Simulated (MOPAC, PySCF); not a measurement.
C3H2O2, SMILES `[C@H]12C([C@@H]2O1)=O`, neutral singlet in the gas phase. 

Cartesian coordinates (Å):
SMILES: [C@H]12C([C@@H]2O1)=O
```xyz
7

O      1.9758    -0.2930    -0.6974
C      0.8097    -0.1098    -0.5222
C     -0.1696     0.8202     0.0335
O     -1.3699     0.2436    -0.4496
C     -0.4221    -0.7234    -0.0334
H     -0.1769     1.4683     0.8968
H     -0.6470    -1.4059     0.7723
```
Charge 0, multiplicity 1.

All levels are single points at this geometry (B3LYP-D3(BJ)/def2-TZVP); Pople sets use spherical d functions. Orbital energies aren't observables, and empty levels follow the basis.

B3LYP/3-21G in PySCF gives dipole (D) = 2.76.

Question: Estimate the dipole (D) from each of these levels: B3LYP-D3(BJ)/def2-TZVP in PySCF; M06-2X/def2-TZVP in PySCF; B3LYP/6-311+G** in PySCF; B3LYP/6-31G* in PySCF; BP86/6-31G* in PySCF; HF/3-21G in PySCF; PM3 in MOPAC; PM6 in MOPAC.

Answer: 
| level | dipole (D) |
|---|---|
| B3LYP-D3(BJ)/def2-TZVP in PySCF | 2.79 |
| M06-2X/def2-TZVP in PySCF | 2.85 |
| B3LYP/6-311+G** in PySCF | 2.86 |
| B3LYP/6-31G* in PySCF | 2.71 |
| BP86/6-31G* in PySCF | 2.66 |
| HF/3-21G in PySCF | 3.06 |
| PM3 in MOPAC | 2.42 |
| PM6 in MOPAC | 2.65 |
